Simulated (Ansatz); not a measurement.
## A family of molecules: the HOMO–LUMO gap

Gas-phase molecules, one atom swapped for its congeners: Sn(CH3)F; Sn(CH3)Cl; Sn(CH3)Br. All are singlets with charge 0.

Shapes, held fixed at every level: PBE0-D4/def2-TZVP. Programs: Ansatz 0.2.0. Values in eV.

How should the HOMO–LUMO gap change along the series?

At wB97M-V/def2-TZVPP the HOMO–LUMO gap falls at every step, from 7.98 to 7.65 eV. Every level shows the same order. For atoms past krypton def2 sets carry core potentials with scalar relativity. Relativity is left out for Br. Orbital gaps aren't excitation energies, and the LUMO depends on the basis.

```
                level  Sn(CH3)F  Sn(CH3)Cl  Sn(CH3)Br
     SPW92/def2-TZVPP      2.30       2.16       2.09
    PBE-D4/def2-TZVPP      2.37       2.23       2.16
  B3LYP-D4/def2-TZVPP      3.71       3.54       3.45
r2SCAN0-D4/def2-TZVPP      4.38       4.18       4.08
   wB97X-V/def2-TZVPP      8.24       8.02       7.89
   wB97M-V/def2-TZVPP      7.98       7.78       7.65
```
